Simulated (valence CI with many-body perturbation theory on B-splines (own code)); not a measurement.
## Ladder of approximations for P²⁺

Calculated by configuration interaction combined with many-body perturbation theory (CI+MBPT): three valence electrons over a frozen Dirac-Fock core [Ne], radial functions for each j: 11 s, 11 p, 9 d, 7 f, 5 g, 2 h, 1 i, with the one-electron correlation potential Σ1, the two-electron term Σ2, the three-electron term Σ3, Breit, model QED; selected CI, second order for the rest, scaled by the run's own slope (own B-spline code, finite nucleus).

Set against measurement, 13 paired levels are off by 60 cm⁻¹ on average, the worst by 100. These come from a selection out of Martin, Zalubas and Musgrove, J. Phys. Chem. Ref. Data 14, 751 (1985). Levels without a partner in it may be off by more.

Each rung adds one term. CI alone is the Dirac-Coulomb CI over the frozen core; QED comes last and gives the full result, which names the levels. Energies are above 3s2 3p 2P°_1/2 on the same rung, in cm⁻¹.

Names give the largest LS component (configuration and term), which can be under half, so a name can repeat, a term be missing and a line seem to break the LS rules; names also repeat where a configuration has a term twice.

| Level | CI alone | + Σ1 | + Σ2 | + Σ3 | + Breit | Full |
| --- | --- | --- | --- | --- | --- | --- |
| 3s2 3p 2P°_3/2 | 567 | 586 | 587 | 587 | 559 | 560 |
| 3s 3p2 4P_1/2 | 55773 | 56236 | 56836 | 56858 | 56855 | 56822 |
| 3s 3p2 4P_3/2 | 55980 | 56450 | 57050 | 57072 | 57059 | 57026 |
| 3s 3p2 4P_5/2 | 56317 | 56799 | 57398 | 57420 | 57387 | 57355 |
| 3s 3p2 2D_3/2 | 74120 | 74733 | 74904 | 74910 | 74881 | 74856 |
| 3s 3p2 2D_5/2 | 74155 | 74770 | 74939 | 74944 | 74911 | 74886 |
| 3s 3p2 2S_1/2 | 100088 | 100848 | 100347 | 100309 | 100285 | 100254 |
| 3s 3p2 2P_1/2 | 109945 | 110776 | 109168 | 109144 | 109128 | 109094 |
| 3s 3p2 2P_3/2 | 110327 | 111171 | 109562 | 109538 | 109503 | 109470 |
| 3s2 3d 2D_3/2 | 117100 | 118172 | 117013 | 116946 | 116898 | 116897 |
| 3s2 3d 2D_5/2 | 117114 | 118188 | 117029 | 116961 | 116910 | 116909 |
| 3s2 4s 2S_1/2 | 117470 | 118927 | 117969 | 117909 | 117870 | 117887 |
| 3s2 4p 2P°_1/2 | 140761 | 142289 | 141470 | 141410 | 141374 | 141383 |
| 3s2 4p 2P°_3/2 | 140901 | 142431 | 141613 | 141553 | 141510 | 141519 |
| 3p3 2D°_3/2 | 145723 | 146913 | 147270 | 147277 | 147236 | 147186 |
| 3p3 2D°_5/2 | 145790 | 146981 | 147338 | 147345 | 147299 | 147249 |
| 3s 3p 3d 4F°_3/2 | 157582 | 158904 | 159087 | 159061 | 159019 | 158989 |
| 3s 3p 3d 4F°_5/2 | 157701 | 159027 | 159209 | 159184 | 159133 | 159103 |
| 3s 3p 3d 4F°_7/2 | 157869 | 159202 | 159383 | 159357 | 159295 | 159265 |

Problem. How does the ionisation energy move along the ladder, and which term matters most?

Solution. CI alone 30.091, + Σ1 30.335, + Σ2 30.211, + Σ3 30.203, + Breit 30.197, + QED 30.199 eV. The largest step is Σ1, 0.244 eV. NIST lists 30.2026 eV (measured).
